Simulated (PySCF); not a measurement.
# CH9FOSi3

CH9FOSi3 is a small molecule, neutral, singlet. The structure, one conformer, was relaxed in the gas phase by PBE0-D3(BJ)/def2-SVP. No frequency run checks that it is a minimum.

SMILES: FC([SiH3])([SiH3])O[SiH3]

```
atom   x (Å)   y (Å)   z (Å)
  C1   0.167  -0.126   0.251
 Si2   0.147  -2.027  -0.035
 Si3   1.882   0.732   0.394
  O4  -0.544   0.480  -0.783
 Si5  -1.970   1.358  -0.592
  F6  -0.507   0.110   1.466
  H7   0.894  -2.710   1.062
  H8  -1.278  -2.470  -0.048
  H9   0.796  -2.318  -1.345
 H10   2.657   0.123   1.515
 H11   1.646   2.181   0.651
 H12   2.618   0.542  -0.890
 H13  -3.065   0.512  -0.037
 H14  -2.305   1.782  -1.977
 H15  -1.766   2.553   0.276
```

Shieldings: GIAO PBE0/pcSseg-1. Shifts are against computed references at the same level: C TMS (σ 184.4 ppm), H TMS (σ 31.27 ppm), Si TMS (σ 352.0 ppm). Core levels by delta-SCF with SCAN, pcX-2 on the ionised atom and pcseg-1 elsewhere, spin-free X2C (2p3/2 is the spin-free 2p value less a third of a first-order spin-orbit splitting); from the vacuum level, for chosen atoms.

Q: Give the shieldings and core levels atom by atom.

A: 
```tsv
atoms	bonded to	σ (ppm)	δ (ppm)	core level (eV)
C1	1 F + 1 O + 2 Si	61.0	123.4	1s 293.43
Si2 Si3	1 C + 3 H	419.5	-67.5	2p3/2 106.86
O4	1 C + 1 Si	257.3	-	1s 538.37
Si5	1 O + 3 H	391.4	-39.4	2p3/2 107.63
F6	1 C	338.7	-	1s 692.23
H7 H8 H9	1 Si	27.26	4.01	-
H10 H11 H12	1 Si	27.26	4.01	-
H13 H14 H15	1 Si	26.41	4.86	-
```

Values are those of this one static structure, with the three H of a rotating XH3 group averaged; atoms that internal rotation interchanges would show their mean in an NMR spectrum.

Q: Which of Si2, Si5 holds its core electrons tightest, and by how much against the loosest?

A: Si5 (bonded to 1 O + 3 H), by 0.78 eV over Si2 (bonded to 1 C + 3 H).

Q: By CAM-B3LYP/def2-SVPD (TDDFT singlets, Tamm-Dancoff triplets, ionisation by delta-SCF), where does absorption start, and what does vertical ionisation take?

A: The lowest singlet lies at 6.34 eV (f 0.035), the strongest of the first 6 at 7.34 eV (f 0.195), the lowest triplet at 5.96 eV; vertical ionisation takes 9.29 eV.
